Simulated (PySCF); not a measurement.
**Structure and vertical S1–T1 gap**

Computed, not measured: TDA CAM-B3LYP/aug-cc-pVDZ excited states, vertical, gas phase in PySCF. Geometry: PBE0-D3(BJ)/def2-SVP.

Each molecule in one low-energy conformer.

Question: Order by vertical S1–T1 gap, lowest first.
A. CSc1ccc(O)cc1
B. CCOc1ccc(O)cc1
C. CC(=O)c1ccc(O)cc1

Answer: C (0.60 eV), A (0.97 eV), B (1.18 eV).

All values:
| molecule | change | S1 (eV) | S1 from | f(S1) | T1 (eV) | T1 from | S1 − T1 (eV) | S0–T1 spin-orbit coupling (cm⁻¹) | S1–T1 spin-orbit coupling (cm⁻¹) |
| --- | --- | --- | --- | --- | --- | --- | --- | --- | --- |
| CC(=O)c1ccc(O)cc1 | H on C replaced by COCH3 | 4.11 | HOMO−1→LUMO | 0.000 | 3.52 | HOMO→LUMO | 0.60 | 0.40 | 15.78 |
| CSc1ccc(O)cc1 | H on C replaced by SCH3 | 4.65 | HOMO→LUMO+2 | 0.041 | 3.68 | HOMO→LUMO+2 | 0.97 | 0.37 | 0.10 |
| CCOc1ccc(O)cc1 | H on C replaced by OC2H5 | 4.81 | HOMO→LUMO+2 | 0.072 | 3.63 | HOMO→LUMO+2 | 1.18 | 0.23 | 0.04 |
